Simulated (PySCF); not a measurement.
**Working out the ionisation energy of O⁺**

O⁺ [He] 2s2 2p3 (4S) → O²⁺ [He] 2s2 2p2 (3P). Calculation: PySCF 2.14, in Sapporo-DZP-2012; the spin-free X2C one-electron Hamiltonian (Gaussian nucleus). Frozen: 1s2. Energies in hartree (1 hartree = 27.21139 eV):

```
            part  O⁺ (lower)  O²⁺ (upper)
             UHF  -74.397417   -73.128390
CCSD correlation   -0.093920    -0.083671
             (T)   -0.000648    -0.000673
```

Task: What does Hartree-Fock give?

Result: (-73.128390) − (-74.397417) = 1.269027 hartree = 34.532 eV.

Task: What do CCSD and CCSD(T) give?

Result: The CCSD correlation energies differ by 0.010249 hartree = 0.279 eV and the triples by -0.000025 hartree = -0.001 eV, so CCSD gives 34.811 eV and CCSD(T) 34.810 eV.

Reference: 35.121 eV (measured; NIST Atomic Spectra Database, ionization energies), between the lowest levels; spin-orbit coupling is absent from the calculation.

A double-zeta basis recovers only part of the correlation energy.

What remains against the reference includes basis incompleteness, the frozen core and higher excitations.
